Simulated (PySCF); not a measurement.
## What builds the first ionisation energy along group 12

All values are computed (PySCF 2.14, energy differences of UHF-based or UKS calculations, no spin-orbit coupling). Each column adds one step, in eV (sums use unrounded values): valence MP2, valence CCSD, valence triples, then the next inner shell at CCSD(T) (Zn 3s 3p, Cd 4s 4p, Hg 5s 5p). References (NIST) marked * lie between the lowest fine-structure levels; the others compare directly ((s) semi-empirical, (t) theoretical).

| element | UHF | + MP2 | + CCSD | + (T) | + inner shell | sum | reference |
| --- | --- | --- | --- | --- | --- | --- | --- |
| Zn [Ar] 3d10 4s2 → [Ar] 3d10 4s1 (aug-cc-pwCVDZ-PP with ECP10MDF, ECP) | 7.792 | 1.280 | 0.046 | 0.116 | 0.020 | 9.255 | 9.394 |
| Cd [Kr] 4d10 5s2 → [Kr] 4d10 5s1 (aug-cc-pwCVDZ-PP with ECP28MDF, ECP) | 7.333 | 1.465 | -0.128 | 0.107 | 0.082 | 8.860 | 8.994 |
| Hg [Xe] 4f14 5d10 6s2 → [Xe] 4f14 5d10 6s1 (aug-cc-pwCVDZ-PP with ECP60MDF, ECP) | 8.492 | 1.821 | -0.267 | 0.108 | 0.107 | 10.260 | 10.438 |

Double-zeta sets recover only part of the correlation energy.

What remains against the references is mostly basis incompleteness.

Q: What share of the correlation contribution for Hg comes from the inner shell?

A: The four steps add to 1.769 eV, of which the inner shell gives 0.107 eV, or 6 %.
